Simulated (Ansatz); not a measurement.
Geometry optimisation, DFT PBE, scalar-relativistic, plane waves, PAW (Ansatz).

Input file:

```yaml
accuracy: low
crystal:
  lattice:
    - [7.398, 0.0, 0.0]
    - [-3.699, 6.406856, 0.0]
    - [0.0, 0.0, 12.0]
  atoms:
    - { symbol: C, position: [0.0, 0.0, 0.0833333] }
    - { symbol: C, position: [0.2222222, 0.1111111, 0.0833333] }
    - { symbol: C, position: [0.0, 0.3333333, 0.0833333] }
    - { symbol: C, position: [0.2222222, 0.4444444, 0.0833333] }
    - { symbol: C, position: [0.0, 0.6666667, 0.0833333] }
    - { symbol: C, position: [0.2222222, 0.7777778, 0.0833333] }
    - { symbol: C, position: [0.3333333, 0.0, 0.0833333] }
    - { symbol: C, position: [0.5555556, 0.1111111, 0.0833333] }
    - { symbol: C, position: [0.3333333, 0.3333333, 0.0833333] }
    - { symbol: C, position: [0.5555556, 0.4444444, 0.0833333] }
    - { symbol: C, position: [0.3333333, 0.6666667, 0.0833333] }
    - { symbol: C, position: [0.5555556, 0.7777778, 0.0833333] }
    - { symbol: C, position: [0.6666667, 0.0, 0.0833333] }
    - { symbol: C, position: [0.8888889, 0.1111111, 0.0833333] }
    - { symbol: C, position: [0.6666667, 0.3333333, 0.0833333] }
    - { symbol: C, position: [0.8888889, 0.4444444, 0.0833333] }
    - { symbol: C, position: [0.6666667, 0.6666667, 0.0833333] }
    - { symbol: C, position: [0.8888889, 0.7777778, 0.0833333] }
    - { symbol: Mg, position: [0.048928, 0.9658241, 0.2625] }
basis:
  ecutwfc: 420.0
kpoints:
  mp_grid: { grid: [2, 2, 1] }
hamiltonian:
  xc: pbe
scf:
  occupations: { method: fermi_dirac, width: 0.02 }
  lower_state_search: "off"
relax:
  f_tol: 0.08
  max_steps: 25
  adjacent_minimum: "off"
```

Launched with:

```bash
$ ansatz run input.yaml --threads 1 --pin off --max-ram 3072MiB --backend cpu --events-out ev --progress --plain --runs-dir out
```

Where does it end, and by what steps?

It converged. The threshold is loose, so the end isn't yet a minimum. The force dipped under the threshold on the way, but the program's further checks kept it going. Limits of this set-up: coarse k mesh, slab without dipole correction, low accuracy level. After 11 steps the energy has fallen by 0.489 eV; Mg19 moved furthest, 1.84 Å. Parted: C1–Mg19, C2–Mg19.

| step | energy less start (eV) | largest force component (eV/Å) | accepted |
| --- | --- | --- | --- |
| 0 | 0.0000 | 0.928 | yes |
| 1 | -0.0722 | 0.636 | yes |
| 2 | -0.1667 | 0.373 | yes |
| 3 | -0.2439 | 0.348 | yes |
| 4 | -0.3160 | 0.319 | yes |
| 5 | -0.3809 | 0.262 | yes |
| 6 | -0.4264 | 0.243 | yes |
| 7 | -0.4595 | 0.114 | yes |
| 8 | -0.4774 | 0.059 | yes |
| 9 | -0.4857 | 0.060 | yes |
| 10 | -0.4883 | 0.053 | yes |
| 11 | -0.4889 | 0.021 | yes |

```xyz
19
Lattice="7.3980 0.0000 0.0000 -3.6990 6.4069 0.0000 0.0000 0.0000 12.0000" Properties=species:S:1:pos:R:3
C -0.010 0.004 0.897
C 1.235 0.711 0.897
C -1.243 2.140 0.898
C 0.002 2.847 0.898
C -2.476 4.276 0.898
C -1.231 4.983 0.898
C 2.456 0.005 0.898
C 3.700 0.711 0.898
C 1.223 2.140 0.898
C 2.468 2.847 0.898
C -0.010 4.276 0.899
C 1.235 4.982 0.898
C 4.922 0.004 0.898
C 6.167 0.711 0.898
C 3.689 2.140 0.898
C 4.933 2.847 0.898
C 2.456 4.276 0.898
C 3.701 4.982 0.897
Mg -3.136 6.151 4.989
```

The run took 75 s on 1 thread of Arm Neoverse V2, with other jobs on the host, peak memory 0.63 GiB.
